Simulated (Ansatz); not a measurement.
System: H4BGeO, charge 0, doublet. H4BGeO (SMILES [GeH3][BH][O], doublet).
B3LYP-D3(BJ)/def2-TZVP minimum from Ansatz (a program for electronic structure):
```
Ge
H 1 1.5309
H 1 1.5394 2 111.43
H 1 1.5394 2 111.43 3 -123.82
B 1 2.2071 2 110.56 3 118.09
O 5 1.2490 1 109.14 2 0.00
H 5 1.1979 6 137.91 1 -180.00
```
Charge 0, spin multiplicity 2.

Total energies in aug-cc-pVDZ, 17 correlated electrons, 16 frozen orbitals. Open shells are spin-unrestricted; no spin-orbit coupling. Correlated methods leave the cores frozen (noble-gas shells, and filled d and f shells in the p block). No relativity. The UHF reference of H4BGeO ([O][BH][GeH3], doublet) is spin-contaminated (<S^2> up to 0.04 over the pure value in the sets run).

```csv
method,program,energy (Eh),minus CCSDT(Q) (mEh)
HF,Ansatz,-2177.20461,430.09
MP2,Ansatz,-2177.56632,68.39
CCSD,Ansatz,-2177.61760,17.10
CCSD(T),Ansatz,-2177.63143,3.28
CCSDT(Q),Ansatz,-2177.63471,0.00
```

Rough core times of Ansatz's runs on a shared machine: CCSD(T) 40 s, CCSDT(Q) 70 min.
